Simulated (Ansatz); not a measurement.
Relaxation of ClH₅O₂Sn (9 atoms, charge 0, multiplicity 1), to a largest force component of 0.03 eV/Å in at most 50 steps.

Method: RKS PBE-D4/def2-SVP (Ansatz 0.2.0).

```xyz
9
Properties=species:S:1:pos:R:3
Sn 0.479 -0.290 -0.266
O -0.729 -0.287 2.646
H -1.259 -0.785 1.979
H 0.967 -0.777 -1.853
H 0.420 1.377 0.099
O -1.350 -1.086 0.062
H -1.449 -1.935 -0.411
Cl 2.007 -1.454 1.181
H 0.056 -0.883 2.755
```

Task: Where does it end, and by what steps?

Result: The run converged. After 9 steps the energy has fallen by 0.108 eV; O2 moved furthest, 0.36 Å.

```tsv
step	energy less start (eV)	largest force component (eV/Å)	accepted
0	0.0000	0.535	yes
1	-0.0182	1.493	yes
2	-0.0611	1.164	yes
3	-0.0690	1.084	yes
4	-0.0936	0.587	yes
5	-0.0989	0.318	yes
6	-0.1066	0.083	yes
7	-0.1075	0.059	yes
8	-0.1078	0.031	yes
9	-0.1079	0.022	yes
```

```xyz
9
Properties=species:S:1:pos:R:3
Sn 0.409 -0.297 -0.057
O -0.565 -0.222 2.328
H -1.234 -0.827 1.918
H 0.883 -0.793 -1.659
H 0.401 1.402 0.175
O -1.411 -1.196 0.112
H -1.519 -1.889 -0.566
Cl 2.070 -1.464 1.245
H 0.109 -0.834 2.695
```

Whether the end is a true minimum wasn't checked by a vibrational analysis.

Run time: 31 s on 2 threads of AMD EPYC 7R43 64-Core Processor (Zen 3) (shared host), peak memory 0.15 GiB.
